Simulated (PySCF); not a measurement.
## Excitation energy of Ge²⁺ by level of theory

Ge²⁺ [Ar] 3d10 4s2 (1S) → Ge²⁺ [Ar] 3d10 4s1 4p1 (3P), as a difference of total energies. Calculation: PySCF 2.14, in aug-cc-pVTZ-DK (7s6p4d2f, 59 functions); the spin-free X2C one-electron Hamiltonian (Gaussian nucleus). Correlated levels: valence: [Ar] 3d10 frozen. The calculations carry no spin-orbit coupling.

| method | excitation energy (cm⁻¹) |
| --- | --- |
| UHF | 51870 |
| MP2 (valence) | 57578 |
| SCS-MP2 (valence) | 59199 |
| CCSD (valence) | 59651 |

With two correlated electrons CCSD is exact in that space.
